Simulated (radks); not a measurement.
Question: All-electron calculation, scalar-relativistic Kohn-Sham, PBE, spin-polarised, spherical densities, finite nucleus; open shells are filled with parallel spins first; Fermi nuclear charge, rms radius of each element as measured or else 0.836 A^(1/3) + 0.57 fm. Program: a radial shooting solver on a logarithmic mesh with Libxc functionals. Each species is in its NIST ground configuration. Rank Ca4+, Kr4+, Mn4+, Co4+, Sc4+, Zn4+, V4+, Br4+, K4+, As4+, Cu4+, Ge4+, Ni4+, Fe4+, Cr4+, Ti4+, Ga4+, Se4+ by mean radius of the outermost orbital (bohr), largest first.

Answer: Br4+ 1.69, As4+ 1.67, Se4+ 1.59, Kr4+ 1.59, K4+ 1.23, Ca4+ 1.17, Sc4+ 1.09, V4+ 1.08, Ti4+ 1.03, Cr4+ 1.02, Mn4+ 0.961, Fe4+ 0.913, Co4+ 0.869, Ni4+ 0.853, Cu4+ 0.814, Zn4+ 0.778, Ga4+ 0.746, Ge4+ 0.717.
